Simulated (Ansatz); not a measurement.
Ansatz (a first-principles code) input (MP2/6-31G*):

Ansatz 0.2 input:
```yaml
crystal:
  periodic: [false, false, false]
  atoms:
    - {symbol: Si, position_ang: [-1.97797700, -0.16213000, -0.39471300]}
    - {symbol: Si, position_ang: [0.20433100, -0.66023900, 0.31652900]}
    - {symbol: Cl, position_ang: [1.65471100, 0.90133100, -0.07556100]}
    - {symbol: H, position_ang: [-2.35721600, -1.56712200, 0.11288700]}
    - {symbol: H, position_ang: [-2.31764100, 0.53405500, 0.92789600]}
    - {symbol: H, position_ang: [0.82426800, -1.81919700, -0.40917200]}
    - {symbol: H, position_ang: [0.55154000, -0.95718700, 1.74749300]}
basis:
  gaussian:
    orbitals: 6-31G*
total_charge: -1
magnetization: {spin_polarized: false}
correlation: {method: mp2, electrons: outside_noble_gas}
```

Output:

```
Functional definition: HF
integrals: 0.02 GiB planned
622 factors; integrals over basis functions are off by at most 7.6e-4 eV
mean field: 0.20 GiB planned
mean field evaluation 1: about -28289.6612 eV, gradient 1.7e1 eV
mean field evaluation 2: about -28289.7182 eV, gradient 1.7e1 eV
mean field evaluation 4: about -28291.0770 eV, gradient 1.7e0 eV
mean field evaluation 8: about -28291.1003 eV, gradient 7.5e-4 eV
mean field -28291.10031218 eV, -1039.6787600762 hartree, gradient 1.3e-6 eV, S^2 0.000000; 0 other end points of the search recorded, 0 dependent functions left out
15 core orbitals not correlated
reference -28291.10031218 eV, -1039.6787600762 hartree; 10, 10 occupied and 40, 40 virtual orbitals, 622 factors
second order -7.92453905 eV of doubles, -0.00000000 eV of singles
Total energy: -28299.02485123 eV, -1039.9699815149 hartree
```

The dipole moment of an ion depends on the origin.

The geometry given is a B3LYP-D3(BJ)/def2-TZVP minimum.
